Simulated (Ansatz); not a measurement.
This geometry of ClF2H4N2Ta + H2 (12 atoms, charge 0, multiplicity 1) is a first-order saddle point.

Computed with RKS B3LYP-D4/def2-SVP (Ansatz 0.2.0).

```xyz
12
Properties=species:S:1:pos:R:3
Ta -0.505 -0.302 0.043
Cl 2.430 0.734 0.167
F -0.423 -0.184 1.952
N 0.106 -0.371 -1.847
H -0.403 -0.890 -2.565
H 1.006 -0.070 -2.219
N -0.881 1.637 0.070
H -0.791 2.180 0.928
H -0.827 2.239 -0.749
F -2.070 -1.295 -0.228
H 0.963 -1.388 0.414
H 1.824 -0.524 0.369
```

Which two structures does it join? (They come from a converged band through this point; their orientation in space is the band's.)

Bonds broken: Ta1–Cl2, H11–H12. Bonds formed: Ta1–H11, Cl2–H12. ClF2H4N2Ta + H2 becomes ClH + F2H5N2Ta.

Initial state:

```xyz
12
Properties=species:S:1:pos:R:3
Ta -0.091 0.328 0.063
Cl 2.175 1.025 0.079
F 0.007 0.024 1.946
N 0.205 -0.173 -1.844
H -0.333 -0.910 -2.300
H 1.040 0.036 -2.387
N -1.104 1.988 -0.064
H -1.404 2.505 0.763
H -1.395 2.455 -0.919
F -1.389 -1.064 -0.004
H 1.038 -2.425 0.495
H 1.683 -2.023 0.508
```

Final state:

```xyz
12
Properties=species:S:1:pos:R:3
Ta -0.766 -0.230 0.129
Cl 3.312 0.242 -0.683
F -1.102 -0.621 1.966
N 0.076 -0.507 -1.647
H -0.436 -0.910 -2.434
H 1.075 -0.487 -1.861
N -0.856 1.726 0.187
H -1.208 2.239 0.997
H -0.650 2.359 -0.582
F -2.259 -1.246 -0.470
H 0.910 -0.635 0.635
H 2.335 -0.164 0.099
```

How far does it lie above each of them?

160.0 kJ/mol above the first and 26.6 kJ/mol above the second. This is the barrier of this one path; another mechanism may lie lower. The orbitals stay closed-shell, which can raise the energy where a bond breaks towards radicals; this wasn't checked here.

Time of the run: 10 min on 4 threads of Arm Neoverse V2, with other jobs on the host, peak memory 0.43 GiB.
